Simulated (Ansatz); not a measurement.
Geometry optimisation of the cluster Mg₂Br₂⁺.

```yaml
crystal:
  periodic: [false, false, false]
  atoms:
    - {symbol: Mg, position_ang: [0.824540, 0.001290, 0.987970]}
    - {symbol: Mg, position_ang: [-2.500310, -0.223660, -2.703220]}
    - {symbol: Br, position_ang: [2.531150, 0.391330, 2.509760]}
    - {symbol: Br, position_ang: [-0.855380, -0.168950, -0.794510]}
basis:
  gaussian: {orbitals: def2-SVP}
total_charge: 1
magnetization: {spin_polarized: true, initial_magnetization: 1}
hamiltonian: {xc: r2scan, dispersion: d4}
scf: {omitted_lower_state_checks: [starts]}
output: {orbitals: {seedname: orbitals}}
relax: {f_tol: 0.02, max_steps: 100}
```

```sh
$ ansatz run in.yaml --threads 4 --pin off --events-out ev --progress --plain --max-ram 3916MiB
```

It prints (some lines left out):

```
Functional definition: r2SCAN
mean field -150956.19762768 eV, -5547.5379410316 hartree, gradient 3.5e-5 eV, S^2 0.750764; 0 other end points of the search recorded, 0 dependent functions left out
relax step   1: F+E_penalty+E_count = -150956.22118804 eV  Δ(F+E_penalty+E_count) = +0.000e0 eV  max|allowed force component| = 4.522e-1 eV/Å  Δτ_max = 0.0000 Å  (29 SCF iters, accepted)
mean field -150956.23696577 eV, -5547.5393866796 hartree, gradient 1.6e-5 eV, S^2 0.750778; 0 other end points of the search recorded, 0 dependent functions left out
relax step   2: F+E_penalty+E_count = -150956.26026877 eV  Δ(F+E_penalty+E_count) = -3.908e-2 eV  max|allowed force component| = 1.814e-1 eV/Å  Δτ_max = 0.0769 Å  (30 SCF iters, accepted)
mean field -150956.24616344 eV, -5547.5397246877 hartree, gradient 9.0e-6 eV, S^2 0.750759; 0 other end points of the search recorded, 0 dependent functions left out
relax step   3: F+E_penalty+E_count = -150956.26942465 eV  Δ(F+E_penalty+E_count) = -9.156e-3 eV  max|allowed force component| = 5.082e-2 eV/Å  Δτ_max = 0.0483 Å  (29 SCF iters, accepted)
mean field -150956.25267275 eV, -5547.5399639005 hartree, gradient 1.9e-5 eV, S^2 0.750734; 0 other end points of the search recorded, 0 dependent functions left out
relax step   4: F+E_penalty+E_count = -150956.27595094 eV  Δ(F+E_penalty+E_count) = -6.526e-3 eV  max|allowed force component| = 5.498e-2 eV/Å  Δτ_max = 0.1247 Å  (29 SCF iters, accepted)
mean field -150956.26032046 eV, -5547.5402449485 hartree, gradient 2.5e-5 eV, S^2 0.750692; 0 other end points of the search recorded, 0 dependent functions left out
relax step   5: F+E_penalty+E_count = -150956.28371872 eV  Δ(F+E_penalty+E_count) = -7.768e-3 eV  max|allowed force component| = 1.300e-1 eV/Å  Δτ_max = 0.1951 Å  (29 SCF iters, accepted)
mean field -150956.27237277 eV, -5547.5406878630 hartree, gradient 1.9e-5 eV, S^2 0.750660; 0 other end points of the search recorded, 0 dependent functions left out
relax step   6: F+E_penalty+E_count = -150956.29598068 eV  Δ(F+E_penalty+E_count) = -1.226e-2 eV  max|allowed force component| = 1.849e-1 eV/Å  Δτ_max = 0.1782 Å  (29 SCF iters, accepted)
mean field -150956.28728201 eV, -5547.5412357674 hartree, gradient 1.6e-5 eV, S^2 0.750639; 0 other end points of the search recorded, 0 dependent functions left out
relax step   7: F+E_penalty+E_count = -150956.31120107 eV  Δ(F+E_penalty+E_count) = -1.522e-2 eV  max|allowed force component| = 1.727e-1 eV/Å  Δτ_max = 0.1721 Å  (30 SCF iters, accepted)
mean field -150956.29708344 eV, -5547.5415959633 hartree, gradient 2.0e-5 eV, S^2 0.750622; 0 other end points of the search recorded, 0 dependent functions left out
relax step   8: F+E_penalty+E_count = -150956.32141896 eV  Δ(F+E_penalty+E_count) = -1.022e-2 eV  max|allowed force component| = 1.210e-1 eV/Å  Δτ_max = 0.1699 Å  (29 SCF iters, accepted)
mean field -150956.29803540 eV, -5547.5416309471 hartree, gradient 1.9e-5 eV, S^2 0.750621; 0 other end points of the search recorded, 0 dependent functions left out
relax step   9: F+E_penalty+E_count = -150956.32241037 eV  Δ(F+E_penalty+E_count) = -9.914e-4 eV  max|allowed force component| = 1.069e-1 eV/Å  Δτ_max = 0.0173 Å  (30 SCF iters, accepted)
mean field -150956.30141884 eV, -5547.5417552863 hartree, gradient 1.2e-5 eV, S^2 0.750624; 0 other end points of the search recorded, 0 dependent functions left out
relax step  10: F+E_penalty+E_count = -150956.32586330 eV  Δ(F+E_penalty+E_count) = -3.453e-3 eV  max|allowed force component| = 4.957e-3 eV/Å  Δτ_max = 0.0450 Å  (31 SCF iters, accepted)
mean field -150956.30156693 eV, -5547.5417607283 hartree, gradient 2.0e-5 eV, S^2 0.750624; 0 other end points of the search recorded, 0 dependent functions left out
relax step  11: F+E_penalty+E_count = -150956.32606098 eV  Δ(F+E_penalty+E_count) = -1.977e-4 eV  max|allowed force component| = 9.883e-3 eV/Å  Δτ_max = 0.0255 Å  (30 SCF iters, accepted)
mean field -150956.30155303 eV, -5547.5417602177 hartree, gradient 2.1e-5 eV, S^2 0.750622; 0 other end points of the search recorded, 0 dependent functions left out
relax step  12: F+E_penalty+E_count = -150956.32610285 eV  Δ(F+E_penalty+E_count) = -4.187e-5 eV  max|allowed force component| = 4.303e-3 eV/Å  Δτ_max = 0.0187 Å  (31 SCF iters, accepted)
mean field -150956.30155303 eV, -5547.5417602177 hartree, gradient 2.1e-5 eV, S^2 0.750622; 0 other end points of the search recorded, 0 dependent functions left out
Total energy: -150956.32612483 eV, -5547.5426632148 hartree
Atom 0 at     0.685802    -0.119276     0.993489 Å, force     0.000427     0.000291     0.000130 eV/Å
Atom 1 at    -1.972847     0.247334    -2.724406 Å, force    -0.000813     0.001492    -0.003060 eV/Å
Atom 2 at     2.536497     0.675994     2.116480 Å, force     0.004303     0.001670     0.002851 eV/Å
Atom 3 at    -1.249452    -0.804042    -0.385563 Å, force    -0.003917    -0.003453     0.000080 eV/Å
Dipole moment:    -1.577138    -0.018353    -1.876619 e Å
Checks for a lower state left out: starts
```

It took 23 s on 4 threads of Intel Xeon 6975P-C on a shared host.

Another isomer (doublet) lies 0.16 eV lower at PBE0-D4/def2-TZVP; other spin states weren't run for this one.
